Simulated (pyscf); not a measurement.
**H₃C–CH₂–O–Bi(OH)–OH, singlet**

Gas-phase minimum from PySCF at ωB97X-D3(BJ)/def2-SVP, one conformer. 

SMILES: CC[O][Bi]([OH])[OH]
```xyz
13

C      0.1401    -1.2305    -0.2260
C      0.1494     0.2904    -0.1539
O      0.5424     0.8710    -1.3806
Bi    -0.8751     1.3043    -2.8318
O     -2.0146     2.4950    -1.5570
O     -2.1745    -0.2862    -2.5330
H     -0.0964    -1.6726     0.7560
H      1.1278    -1.5982    -0.5458
H     -0.6122    -1.5647    -0.9566
H      0.8618     0.6333     0.6192
H     -0.8505     0.6573     0.1590
H     -1.4748     2.8345    -0.8301
H     -2.7305    -0.0790    -1.7670
```
Charge 0, spin multiplicity 1.

Bonded distances (Å): C1–C2 1.523, C1–H7 1.103, C1–H8 1.101, C1–H9 1.101, C2–O3 1.413, C2–H10 1.106, C2–H11 1.110, O3–Bi4 2.074, Bi4–O5 2.084, Bi4–O6 2.075, O5–H12 0.967, O6–H13 0.969. Bond angles (°): C2–C1–H7 111.1, C2–C1–H8 110.0, C2–C1–H9 109.8, H7–C1–H8 108.5, H7–C1–H9 108.8, H8–C1–H9 108.6, C1–C2–O3 111.8, C1–C2–H10 110.3, C1–C2–H11 109.8, O3–C2–H10 107.5, O3–C2–H11 111.1, H10–C2–H11 106.3, C2–O3–Bi4 120.2, O3–Bi4–O5 93.7 (the first ones only).

Properties at ωB97X-D3(BJ)/def2-SVP:

```yaml
harmonic_wavenumbers_unscaled: 51, 108, 141, 149, 157, 222, 249, 294, 372, 436, 539, 575, 596, 811, 821, 856, 928, 1113, 1153, 1190, 1315, 1381, 1427, 1468, 1495, 1510, 3006, 3064, 3076, 3160, 3177, 3847, 3874 cm⁻¹
zero_point_energy: 60.8 kcal/mol
rotational_symmetry_number: 1
Entropy of this conformer at 298 K and 1 atm, rigid rotor and harmonic oscillator, modes under 100 cm⁻¹ raised to 100: 401.2 J/(mol K)
dipole_moment: 1.75 D
```

Single-point totals, which compare only within one level:

```json
[
 {"level": "ωB97X-D3(BJ)/def2-TZVP", "total energy (hartree)": "-521.05578"},
 {"level": "PBE/def2-TZVP", "total energy (hartree)": "-520.59314"},
 {"level": "r²SCAN/def2-TZVP", "total energy (hartree)": "-520.85039"},
 {"level": "B3LYP-D3(BJ)/def2-TZVP", "total energy (hartree)": "-521.00431"},
 {"level": "PBE0-D3(BJ)/def2-TZVP", "total energy (hartree)": "-520.57387"},
 {"level": "M06-2X/def2-TZVP", "total energy (hartree)": "-520.64155"},
 {"level": "ωB97M-D3(BJ)/def2-TZVP", "total energy (hartree)": "-520.98688"}
]
```

Soft torsions are taken as harmonic, which can shift the entropy by several J/(mol K). Elements past Kr carry the def2 core potentials, without spin-orbit coupling.
